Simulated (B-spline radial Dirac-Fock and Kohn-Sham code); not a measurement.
# Dipole and non-dipole photoemission parameters of Co 2s

System: atomic cobalt in the configuration [Ar] 3d7 4s2; threshold 925.1 eV (tabulated edge). Method: Dirac-Hartree-Slater photoionisation with a Latter tail; cross sections with all multipoles, angular parameters from the dipole term and its interference with E2. Computed with a radial finite-basis atomic code.

For linearly polarised light dσ/dΩ = σ/(4π) [1 + β P₂(cos θ) + (δ + γ cos²θ) sin θ cos φ], with θ from the polarisation vector and φ the angle between the beam and the projection of the electron momentum on the plane normal to the polarisation.

```tsv
hν (eV)	σ (kb)	β	γ
1120	105	1.999	0.348
1180	96.9	1.999	0.241
1253.6	88.3	1.999	0.145
1460	69.0	1.999	-0.002
1480	67.4	1.999	-0.010
2320	30.0	1.999	-0.004
2470	26.6	1.999	0.026
2890	19.4	1.999	0.120
2910	19.1	1.999	0.125
2984.4	18.2	1.999	0.142
4000	9.84	1.999	0.383
5100	5.74	1.999	0.633
5350	?	?	?
5414.7	5.01	1.999	0.699
6000	3.96	1.999	0.818
8047.8	1.97	1.999	1.187
12600	0.643	1.999	1.847
```

Problem. Give the values at 5350 eV.

Solution. σ = 5.15 kb, β = 1.999, γ = 0.686. For an s subshell δ is negligible.
